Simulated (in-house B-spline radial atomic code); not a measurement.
Se⁺. Computed with a B-spline radial atomic code. Model: non-relativistic spherical atom: semilocal Troullier-Martins pseudo-atom, one channel per l, against all electrons, high spin, G0W0 and RPA with empty states to l = 8, local potential for every l without a channel, a model core (radius 0 = none) keeps its share of the functional.

What the tables leave out is listed at the end.

The pseudopotential gives back the lowest level of each angular momentum of its own functional in the configuration it was made in; a second state of the same l is only approximately right. Exact exchange, RPA and GW see the smooth pseudo-orbitals and miss the exchange with the core, for which the functional's share stands in. The column with an uncorrelated core keeps all orbitals and exact exchange, and so separates missing core correlation from pseudisation. Only the three outermost levels and the lowest empty one were computed. RPA here is direct RPA, with no exchange kernel, and its energies carry an (l + 1/2)⁻⁴ tail. A hybrid on a potential with a model core restores only its own semilocal share of the core's exchange.

Command:
```bash
python run_psgw.py task.json out
```
Settings (lengths in bohr, energies in hartree):
```
Z                      34
electrons              33
configuration          [Ar] 3d10 4s2 4p3
generated_in           [Ar] 3d10 4s2 4p3
functional             lda,vwn
core_shells            5
radius_factor          0.8
core_correction        True
```

Run time, properties included: 33 s on 1 thread of Intel(R) Xeon(R) Platinum 8259CL CPU @ 2.50GHz (Skylake/Cascade Lake), with other jobs on the host.

Given: made with LDA VWN5; model core radius 0.279 bohr; local radius 1.124 bohr; mean-field start LDA VWN5.

Valence shells of the generating configuration: 3d, 4s, 4p.

Channel: s 1.216, p 1.399, d 1.075 (radii in bohr).

Computed: largest level miss in the spin-unpolarised generating configuration 0 eV; valence RPA correlation energy all-electron orbitals -0.90293 hartree; valence RPA correlation energy pseudo -1.2155 hartree; all-electron RPA polarisability, core included 12.455 bohr³.

```csv
level,occupied,mean-field all-electron (eV),mean-field pseudo minus all (eV),G0W0 all-electron (eV),G0W0 uncorrelated core minus all (eV),G0W0 pseudo minus all (eV),exchange self-energy all-electron (eV),exchange self-energy pseudo (eV)
4p up,1,-16.452,-0.007,-21.343,-0.048,-0.416,-19.982,-18.805
4s down,1,-24.879,0.007,-29.3,-0.047,-0.418,-18.484,-16.22
4p down (empty),0,-14.096,0.007,-10.102,-0.033,-0.383,-5.6519,-4.5023
```

Task: What is the pseudo-atom RPA polarisability?

Result: 12.415 bohr³.

Given: mean-field start PBE0.

Computed: valence RPA correlation energy all-electron orbitals -0.8599 hartree; all-electron RPA polarisability, core included 11.131 bohr³; pseudo-atom RPA polarisability 10.925 bohr³.

| level | occupied | mean-field all-electron (eV) | mean-field pseudo minus all (eV) | G0W0 all-electron (eV) | G0W0 uncorrelated core minus all (eV) | G0W0 pseudo minus all (eV) | exchange self-energy all-electron (eV) | exchange self-energy pseudo (eV) |
| --- | --- | --- | --- | --- | --- | --- | --- | --- |
| 4p up | 1 | -17.858 | -0.123 | -21.532 | -0.044 | -0.355 | -19.865 | -18.969 |
| 4s down | 1 | -25.568 | 0.133 | -29.304 | -0.039 | -0.226 | -18.224 | -16.061 |
| 4p down (empty) | 0 | -12.392 | -0.091 | -9.8729 | -0.027 | -0.262 | -5.3099 | -4.387 |

Task: What is the valence RPA correlation energy pseudo?

Result: -1.1761 hartree.

Among the listed levels the largest G0W0 shift of the pseudo-atom is -0.42 eV, for 4s down on the LDA VWN5 start, while leaving the core uncorrelated moves that level by -0.05 eV. So pseudisation and the lost core exchange, not the missing core correlation, make the error. Not in the tables (levels of low weight, unsolved or above zero; the highest and the empty levels are kept at any weight): on LDA the G0W0 levels 4s up (pseudo minus all -0.19 eV, weights 0.17 and 0.19); on PBE0 the G0W0 levels 4s up (pseudo minus all -0.01 eV, weights 0.34 and 0.39); no Hartree-Fock pseudo-atom is run with a model core.
